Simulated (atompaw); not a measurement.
## What one change does to a pseudopotential (Ge (Z = 32), PAW (atompaw))

germanium, PAW, made with atompaw 4.2.0.5 (LDA (PW92), scalar-relativistic). Core [Ar] 3d10, reference 4s1.75 4p2.25. Waves: 4s (bound): rc 1.95 bohr; 4s channel at 3.4 Ry: rc 1.60 bohr; 4p (bound): rc 1.95 bohr; 4p channel at 2.05 Ry: rc 1.95 bohr; 4d channel at 0.1 Ry: rc 1.95 bohr; 4d channel at 0.6 Ry: rc 1.95 bohr. Local part: bessel scheme, radius 1.60 bohr. Core correction: smooth core density matched at 1.95 bohr. Augmentation charge: sinc compensation charge, radius 1.55 bohr; PAW radius 1.95 bohr; waves and projectors: custom rrkj vanderbiltortho.

All-electron outer shells of the reference configuration (LDA (PW92), scalar-relativistic, ld1.x):

```tsv
shell	level (eV)	outermost node (bohr)	outermost maximum (bohr)
3p	-115.84	0.23	0.54
3d	-30.00	–	0.50
4s	-12.20	0.77	1.73
4p	-4.22	0.82	2.19
```

Change: functional PBEsol; removed wave 4d channel at 0.6 Ry: rc 1.95 bohr.

Cutoffs: the cutoffs (Ry, on a coarse ladder) from which the occupation-weighted sum of valence levels, in a spherical-Bessel basis at the reference potential, stays within 10 and 1 mRy of its value at 400 Ry; they do not see the model core or the augmentation charge, which bear on the density cutoff.

Q: What does the change do?

A: Both files are so soft that the ladder of cutoffs tells neither apart; the bound ghost in d disappears; the range in which the d phases agree narrows (upper end 2.2 → 0.9).

```csv
quantity,base,changed
"cutoff, loose",6 Ry,6 Ry
"cutoff, tight",12 Ry,12 Ry
bound ghosts,d,none
s: phases at 1.95 bohr within 0.05 rad from the reference energy up to (Ry; the scan ends near 5),to the end of the scan,to the end of the scan
p: phases at 1.95 bohr within 0.05 rad from the reference energy up to (Ry; the scan ends near 5),to the end of the scan,to the end of the scan
d: phases at 1.95 bohr within 0.05 rad from the reference energy up to (Ry; the scan ends near 5),2.2,0.9
lowest overlap eigenvalue by channel,"s 0.66, p 0.64, d 0.92","s 0.67, p 0.64, d 1.00"
```

 A true bound ghost makes a file unfit for plane-wave use even where its test errors are small: the radial tests pick states by their node count and pass the ghost by. The cutoffs see the waves, projectors and local potential, not the compensation charge or the core.
